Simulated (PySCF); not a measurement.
Compound: C₆H₁₀FO (doublet state).
Atom-mapped SMILES: `[CH3:1][CH2:2][C@@H:3]1[CH2:4][O:5][C@H:6]1[CH:7][F:8]` (hydrogens: H9, H10, H11 on C1; H12, H13 on C2; H14 on C3; H15, H16 on C4; H17 on C6; H18 on C7)

Geometry (GFN2-xTB, Å), atoms numbered from 1 in this order:
```xyz
18
C6H10FO angstrom
C      1.712   -1.351    0.034
C      1.383    0.101    0.361
C      0.100    0.548   -0.315
C     -0.469    1.918    0.063
O     -1.701    1.337    0.490
C     -1.235   -0.011    0.283
C     -2.096   -0.797   -0.588
F     -2.393   -2.063   -0.243
H      2.633   -1.651    0.527
H      0.912   -2.008    0.368
H      1.836   -1.482   -1.038
H      1.288    0.223    1.442
H      2.196    0.750    0.023
H      0.157    0.391   -1.393
H      0.047    2.415    0.891
H     -0.616    2.626   -0.755
H     -1.081   -0.535    1.235
H     -2.683   -0.404   -1.397
```

The hyperfine couplings belong to this conformer and change with its torsions.

Method: UKS B3LYP, pcH-1 on C F H O, non-relativistic, mean-field spin-orbit, GIAO (PySCF). One conformer (not necessarily the lowest) at the GFN2-xTB geometry, without solvent, vibrations or thermal averaging. A GFN2-xTB geometry isn't a minimum of the functional, and hyperfine couplings can be far from their values at a DFT geometry. The SCF solution wasn't tested for stability.

Principal values of hyperfine tensors in MHz (contact and dipolar terms together), for some of the nuclei:

```json
{"atom": "C7", "isotope": "13C", "A1": "26.91", "A2": "29.60", "A3": "275.19"}
{"atom": "C3", "isotope": "13C", "A1": "68.61", "A2": "69.28", "A3": "89.53"}
{"atom": "H18", "isotope": "1H", "A1": "-101.97", "A2": "-66.12", "A3": "-24.96"}
{"atom": "O5", "isotope": "17O", "A1": "-49.97", "A2": "-28.75", "A3": "-27.08"}
{"atom": "C6", "isotope": "13C", "A1": "-31.82", "A2": "-27.96", "A3": "-25.14"}
{"atom": "H17", "isotope": "1H", "A1": "15.93", "A2": "17.32", "A3": "31.13"}
{"atom": "H13", "isotope": "1H", "A1": "5.53", "A2": "6.01", "A3": "8.64"}
{"atom": "H14", "isotope": "1H", "A1": "-10.26", "A2": "-5.14", "A3": "4.48"}
```

**Question.** Give the isotropic coupling of each nucleus in MHz and in mT (g = 2.0035), and the anisotropic part.

**Answer.** a_iso is a third of the trace, T = A − a_iso, and a(mT) = a(MHz)/(g × 13.996).

```tsv
atom	a_iso (MHz)	a_iso (mT)	T1	T2	T3
C7	110.56	3.943	-83.66	-80.97	164.62
C3	75.81	2.703	-7.20	-6.52	13.72
H18	-64.35	-2.295	-37.62	-1.77	39.39
O5	-35.27	-1.258	-14.70	6.52	8.18
C6	-28.31	-1.009	-3.51	0.35	3.17
H17	21.46	0.765	-5.53	-4.14	9.67
H13	6.73	0.240	-1.20	-0.72	1.91
H14	-3.64	-0.130	-6.62	-1.50	8.12
```

**Question.** What spin density at the nucleus of H17 lies behind its contact coupling (g_N = 5.58569)?

**Answer.** a_FC = (2μ0/3) gₑ μB g_N μN ρ(0)/(2S·h) = 800.24 MHz × g_N × ρ(0)/(2S), with ρ in bohr⁻³. With a_FC = 21.46 MHz and 2S = 1, ρ(0) = 0.004802 bohr⁻³. In magnitude that is 1.5 % of the 1/π = 0.318 of a free hydrogen atom.

**Question.** F8 (19F, g_N = 5.25774) isn't in the table. Its spin density at the nucleus is 0.03901 bohr⁻³. What is its contact coupling?

**Answer.** By the same relation, a_FC = 164.1 MHz. Its full tensor has the principal values -116.48, -76.81, 685.70 MHz.

**Question.** Which nucleus of the table has the largest anisotropic coupling, and what is its form?

**Answer.** C7: -83.7, -81.0, 164.6 MHz, axial, in the ratio −1:−1:+2, the form that spin in one p orbital centred on that nucleus gives.

**Question.** What first-order splitting does C3 cause when the field lies along A1, A2 or A3 of its tensor (g taken as isotropic, no quadrupole term)?

**Answer.** 2 lines (I = 1/2), spaced by |A_i|/(g × 13.996): 2.45, 2.47, 3.19 mT along the axes of A1, A2 and A3.

On Arm Neoverse V2, one thread, no GPU, shared host, this took 84 s wall (with the writing of density and orbital grids) and 0.97 GiB of memory at its peak.
